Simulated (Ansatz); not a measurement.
`F[SiH2]SS` + H₂ → `[SiH3]SS` + H–F at 700 K and 1 bar (hydrogenolysis of the Si–F bond).

Computed with Ansatz on PBE0-D4/def2-TZVP structures; ΔE is electronic, products minus reactants. CBS: MP2 limit from def2 TZ/QZ plus the TZ coupled-cluster correction, frozen cores. This one scheme is used for every species. One conformer a species, not always the lowest.

| species | CCSD(T)/CBS energy (Eh) | H − E (kJ/mol) | S (J/(mol·K)) |
| --- | --- | --- | --- |
| `F[SiH2]SS` | -1186.31147 | 146.5 | 422.7 |
| H₂ | -1.17544 | 46.8 | 155.3 |
| `[SiH3]SS` | -1087.04745 | 153.7 | 400.6 |
| H–F | -100.39570 | 45.2 | 198.5 |

H − E and S are ideal-gas, rigid-rotor, harmonic terms from PBE0-D4/def2-TZVP, for one conformer and one mirror image of each species. The MP2-based limit puts H₂ 0.8 mEh under its directly extrapolated value; such offsets cancel only in part. 1 Eh = 2625.50 kJ/mol, R = 8.31446 J/(mol·K).

Task: By hand: ΔE, ΔH, ΔS and ΔG.

Result: ΔE = (-1087.04745) + (-100.39570) − (-1186.31147) − (-1.17544) = 0.04376 Eh = 114.9 kJ/mol. Δ(H − E) = 153.7 + 45.2 − 146.5 − 46.8 = 5.6, so ΔH = 120.5 kJ/mol. ΔS = 400.6 + 198.5 − 422.7 − 155.3 = 21.1 J/(mol·K). ΔG = 120.5 − 700 × (21.1)/1000 = 105.7 kJ/mol.

Task: By hand: the equilibrium constant, and the temperature at which ΔG would vanish if ΔH and ΔS stayed fixed.

Result: log₁₀ K = −ΔG/(RT ln 10) = -7.9. ΔG = 0 at ΔH/ΔS = 5711 K, far beyond where these terms or the molecules hold.

ΔH outweighs TΔS. A doubt of 5 kJ/mol in ΔE shifts log₁₀ K by 0.4 here. Other conformers and mirror images would add mixing entropy, several J/(mol·K) or more a flexible species. These are equilibria of isolated gas molecules and say nothing of rates. Largest T1 diagnostic: 0.012 (customary marks: 0.02 for closed shells, 0.045 for open ones).
